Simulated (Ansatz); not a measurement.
Frontier orbitals of CH5NOZn.

```json
{"atom": "N1", "x (Å)": "0.5772", "y (Å)": "1.0270", "z (Å)": "-0.4165"}
{"atom": "C2", "x (Å)": "0.1424", "y (Å)": "0.1075", "z (Å)": "0.5852"}
{"atom": "O3", "x (Å)": "-1.2554", "y (Å)": "-0.0542", "z (Å)": "0.4359"}
{"atom": "Zn4", "x (Å)": "-1.0753", "y (Å)": "-2.0001", "z (Å)": "-2.1771"}
{"atom": "H5", "x (Å)": "1.4280", "y (Å)": "1.5007", "z (Å)": "-0.1536"}
{"atom": "H6", "x (Å)": "0.7020", "y (Å)": "0.5839", "z (Å)": "-1.3168"}
{"atom": "H7", "x (Å)": "0.3817", "y (Å)": "0.5381", "z (Å)": "1.5665"}
{"atom": "H8", "x (Å)": "-1.5244", "y (Å)": "-0.8187", "z (Å)": "0.9532"}
{"atom": "H9", "x (Å)": "0.6239", "y (Å)": "-0.8842", "z (Å)": "0.5232"}
```

Total charge 0; spin multiplicity 1. For Zn the d shell is correlated and the shells below it are frozen. Scalar relativity is left out up to krypton. The bonds changed during the relaxation, so this is another structure than the one it started from. All single points use the PBE0-D4/def2-TZVP geometry. It is one conformer, not always the lowest. Basis def2-TZVPP, Ansatz 0.2.0.

Orbital energies of one run (eV). Highest occupied ones, from the top: -5.71, -5.84, -6.75, -8.60, -10.06, -10.73, -10.73, -10.73, -10.74, -10.75, -11.23, -12.46, -13.28, -16.03. Empty: -1.37, -1.30, -0.95, 0.53, 0.82, 1.69.

(1) Which functional gave them?
A. r2SCANh
B. LDA (SPW92)
C. ωB97X-V
D. LC-ωPBE

Results:

(1) B. HOMO energies: LDA (SPW92) -5.71, ωB97X-V -8.40, r2SCANh -6.09, LC-ωPBE -8.67 eV.

LC-ωPBE has ω = 0.4 bohr⁻¹.
